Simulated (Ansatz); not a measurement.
Scan of the C1–H7 bond length

CH3BrMgO (SMILES C[O][Mg][Br]), closed shell, at its PBE0-D4/def2-TZVP minimum:

```tsv
atom	x (Å)	y (Å)	z (Å)
C1	0.7431	0.9862	0.1633
O2	-0.0670	-0.1126	-0.0241
Mg3	-1.0953	-1.5070	-0.2619
Br4	-2.4628	-3.3616	-0.5782
H5	0.8967	1.5403	-0.7731
H6	0.3113	1.6882	0.8901
H7	1.7352	0.6986	0.5381
```

The bond length C1–H7 (1.099 Å at the minimum) is set to the values below, with the rest relaxed at PBE0-D4/def2-TZVP at each step. Each method's energies count from its own value at the PBE0-D4 minimum structure. Computed with Ansatz 0.2.0 (basis: def2-TZVPP); correlated methods freeze the cores. Filled d shells of the heavier atoms are correlated. The outer core shell of Li, Na, Mg and K is correlated. The def2 sets are not built for correlating such inner shells, so the correlated values are less sure here. B3LYP uses VWN-RPA correlation.

| bond length (Å) | CCSD(T) (eV) | r2SCAN-D4 (eV) | B3LYP-D4 (eV) | wB97M-V (eV) |
| --- | --- | --- | --- | --- |
| 0.967 | 0.339 | 0.344 | 0.336 | 0.332 |
| 1.005 | 0.155 | 0.160 | 0.154 | 0.151 |
| 1.061 | ? | 0.023 | 0.021 | 0.019 |
| 1.127 | 0.014 | 0.012 | 0.013 | 0.015 |
| 1.199 | 0.134 | 0.126 | 0.130 | 0.138 |
| 1.277 | 0.358 | 0.341 | 0.347 | 0.365 |
| 1.360 | ? | 0.627 | 0.632 | 0.667 |
| 1.447 | ? | 0.953 | 0.953 | 1.015 |
| 1.538 | 1.346 | 1.298 | 1.299 | 1.385 |

Problem. Fill in the withheld CCSD(T) values. (Judge from chemistry; the value comes from the calculation.)

Solution. Computed: 0.020 eV at 1.061 Å; 0.654 eV at 1.360 Å; 0.991 eV at 1.447 Å. These count from the CCSD(T) energy at the PBE0-D4 minimum.

Minimum and curvature along this coordinate at CCSD(T): A fifth-order fit through the nearest points gives 1.096 Å, with a curvature of about 31 eV/Å².

Largest difference from the CCSD(T) curve over the scan: PBE-D4 0.145; PBE0-D4 0.014; HF 0.184; MP2 0.109 eV. Each curve counts from its own value at the minimum.

No T1 diagnostic of these runs exceeds 0.011.

For scale, one of the runs: CCSD(T)/def2-TZVPP, 184 basis functions (an equivalent command: `ansatz run in.yaml --threads 4`). Time: 17 s of wall clock on 4 CPU threads; the host was shared. Peak host memory: 2.3 GiB.
